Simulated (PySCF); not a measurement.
C₅H₁₄Si₂, SMILES C[Si](C)(C)/C=C\[SiH3], GFN2-xTB optimised geometry.

```
21

C     -1.25    -2.31    -1.48
Si    -0.59    -1.31     0.00
C     -1.21    -2.12     1.62
C      1.32    -1.31     0.00
C     -1.26     0.46     0.00
C     -1.28     1.35    -1.00
Si    -0.66     1.13    -2.76
H     -1.03    -3.37    -1.37
H     -0.82    -1.98    -2.42
H     -2.33    -2.22    -1.57
H     -0.86    -3.15     1.70
H     -0.85    -1.59     2.49
H     -2.29    -2.14     1.67
H      1.71    -0.78     0.86
H      1.71    -0.82    -0.89
H      1.71    -2.32     0.02
H     -1.68     0.78     0.95
H     -1.71     2.32    -0.80
H      0.53     0.28    -2.83
H     -1.72     0.56    -3.60
H     -0.31     2.46    -3.27
```

Density from PBE/def2-SVP (PySCF) at that geometry.

Minimum of the electron density along straight lines between bonded atoms, close to the bond critical point (lines longer than 1.1 times the sum of covalent radii, or with two minima, are not listed):

```tsv
bond	length / Å	ρ at the minimum / e bohr⁻³	∇²ρ there / e bohr⁻⁵	position (fraction from the first atom)
C1–Si2	1.908	0.109	0.29	0.62
Si2–C3	1.910	0.109	0.30	0.38
Si2–C4	1.910	0.108	0.29	0.38
Si2–C5	1.896	0.110	0.32	0.38
C5–C6	1.332	0.333	…	0.50
C6–Si7	1.880	0.113	0.33	0.62
C1–H8	1.086	0.269	-0.94	0.63
C1–H9	1.085	0.270	-0.95	0.63
C1–H10	1.086	0.270	-0.95	0.63
C3–H11	1.086	0.269	-0.95	0.63
C3–H12	1.086	0.269	-0.94	0.63
C3–H13	1.086	0.269	-0.95	0.63
C4–H14	1.086	0.270	-0.95	0.63
C4–H15	1.085	0.270	-0.96	0.63
C4–H16	1.086	0.269	-0.95	0.63
C5–H17	1.088	0.273	-0.98	0.63
C6–H18	1.088	0.273	-0.98	0.63
Si7–H19	1.464	0.116	0.31	0.49
Si7–H20	1.467	0.115	0.32	0.49
Si7–H21	1.468	0.116	0.31	0.49
```

Q: What belongs in the gaps?

A: 
- C5–C6, ∇²ρ there / e bohr⁻⁵: -0.84
